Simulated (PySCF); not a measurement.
Deuteron quadrupole couplings in `C[Si@H]1C[Si@H](C(F)(F)F)C1`

Species: C₄H₉F₃Si₂.
Z-matrix (Å and degrees, GFN2-xTB geometry), rows numbered from 1:
```
C 
Si  1  1.8955
C   2  1.9349  1  113.43
Si  3  1.9065  2   91.24  1   119.07
C   4  1.9439  3  107.82  2   103.97
F   5  1.3498  4  113.09  3  -167.47
F   5  1.3498  4  113.06  3    72.23
F   5  1.3506  4  112.39  3   -47.60
C   4  1.9065  3   89.41  2    -4.53
H   1  1.0849  2  111.14  3    70.98
H   1  1.0849  2  111.16  3  -169.24
H   1  1.0860  2  111.32  3   -49.10
H   2  1.4652  1  111.97  3  -130.97
H   3  1.0860  2  115.33  1  -121.97
H   3  1.0860  2  114.08  1     2.08
H   4  1.4615  3  123.02  2  -134.52
H   9  1.0860  2  115.37  1   121.96
H   9  1.0860  2  114.03  1    -2.05
```

Level: PBE0/pcSseg-1 (PySCF, non-relativistic); Q(2H) = 0.00286 b; rigid geometry, the same for H and D, with no vibrational averaging.

Question: Rank these positions by the coupling χzz of a deuteron there, largest first.
A. H13 (Si–H hydrogen)
B. H15 (methylene hydrogen)
C. H10 (methyl hydrogen)

Answer: B (224 kHz), C (220 kHz), A (108 kHz).

Question: Tabulate Vzz, the asymmetry η and χzz = 234.96 MHz × Q × Vzz for every hydrogen position.

Answer: 
```tsv
atom	bonded to	bond length (Å)	Vzz (au)	η	χzz (kHz)
H10	C1	1.085	0.3271	0.01	220
H11	C1	1.085	0.3270	0.01	220
H12	C1	1.086	0.3250	0.01	218
H13	Si2	1.465	0.1607	0.01	108
H14	C3	1.086	0.3313	0.02	223
H15	C3	1.086	0.3332	0.03	224
H16	Si4	1.461	0.1616	0.02	109
H17	C9	1.086	0.3311	0.02	223
H18	C9	1.086	0.3331	0.03	224
```

Question: Average by the element that carries the hydrogen.

Answer: on C: 222 kHz over 7 positions, mean bond length 1.086 Å; on Si: 108 kHz over 2 positions, mean bond length 1.463 Å.

Question: A static deuteron (I = 1) shows a doublet split by (3/2)χ, (3/4)χ(1 + η) and (3/4)χ(1 − η) with the field along z, y and x of the gradient. What are these for H12?

Answer: With |χ| = 218.4 kHz and η = 0.011: 328, 166 and 162 kHz, to first order and without motion.

Isolated species at its GFN2-xTB geometry, gas phase. GFN2-xTB bond lengths can be off by several hundredths of an ångström, more for odd bonds, and the gradients follow them. These gradients aren't converged with respect to the basis.
